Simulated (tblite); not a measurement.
C3H5F3OSSi.
Numbering: `[F:1][C:2]([F:3])([F:4])[S:5]/[CH:6]=[CH:7]/[O:8][SiH3:9]` (hydrogens: H10 on C6; H11 on C7; H12, H13, H14 on Si9)

Cartesian coordinates in Å at the GFN2-xTB level; atoms count from 1:
```xyz
14
C3H5F3OSSi angstrom
F      2.3996    0.8760   -1.0425
C      2.8169    0.5267    0.1770
F      2.5153    1.5439    0.9888
F      4.1380    0.4171    0.1399
S      2.0473   -1.0379    0.7370
C      0.3718   -0.4912    0.6393
C     -0.5392   -1.2121   -0.0075
O     -1.8320   -0.9358   -0.0855
Si    -2.7622    0.2917    0.4864
H      0.1385    0.4117    1.1799
H     -0.2616   -2.1261   -0.5218
H     -4.0489   -0.1834    0.0102
H     -2.6522    0.3621    1.9431
H     -2.3320    1.5567   -0.1065
```

Calculated harmonic vibrations of the isolated species, GFN2-xTB (tblite), most abundant isotopes, no scaling. The method is semi-empirical: single wavenumbers can be off by several per cent or more. Modes of hydrogen on silicon can be 10 to 20 % off. One conformer, not necessarily the lowest.

Harmonic wavenumbers (cm⁻¹): 30.5, 34.8, 50.7, 112.4, 119.4, 165.6, 244.6, 263.5, 291.6, 317.1, 435.6, 462.7, 474.9, 498.6, 597.7, 637.4, 673.3, 701.1, 729.7, 748.2, 795.0, 811.5, 851.0, 961.8, 1007.3, 1050.2, 1102.4, 1172.6, 1231.5, 1281.6, 1653.1, 2260.3, 2283.2, 2368.3, 3030.6, 3091.0.

A = 2632, B = 493.8, C = 461.1 MHz; mass 173.978 u (most abundant isotopes); point group C1, symmetry number 1.

Question: What is the zero-point energy?

Answer: ½Σν̃ = 16270 cm⁻¹ = 46.52 kcal/mol.

Question: Give the ideal-gas entropy at 273.15 K and 1 bar in the rigid-rotor, harmonic-oscillator model (classical rotation).

Answer: Translation 40.96, rotation 30.40, vibration 34.39: S = 105.8 cal/(mol K).

Question: And Cp and H(273.15 K) − H(0)?

Answer: Cp = 38.68 cal/(mol K), of which vibrations give 30.73 (their classical limit is 36 R = 71.5); H(273.15 K) − H(0) = 6.73 kcal/mol without the zero-point energy, 4.56 from vibrations.

Question: Which modes carry the vibrational entropy at 273.15 K?

Answer: 30.5 cm⁻¹: 5.62; 34.8 cm⁻¹: 5.36; 50.7 cm⁻¹: 4.62; 112.4 cm⁻¹: 3.06; 119.4 cm⁻¹: 2.94; 165.6 cm⁻¹: 2.32 cal/(mol K); the other 30 give 10.47 together.

Question: Blend soft modes into free rotors: weight 1/[1 + (100 cm⁻¹/ν̃)⁴] for the oscillator and the rest for a rotor with moment μB/(μ + B), μ = h/(8π²ν), B = 10⁻⁴⁴ kg m². What vibrational entropy results?

Answer: 29.86 cal/(mol K) in place of 34.39, which changes −T·S at 273.15 K by +1.24 kcal/mol.

Hindered rotation and anharmonicity are outside this model. Other conformers, if any are populated, would add a mixing term that is left out. The structure is chiral; the term R ln 2 for an equal mix with its mirror image is left out.
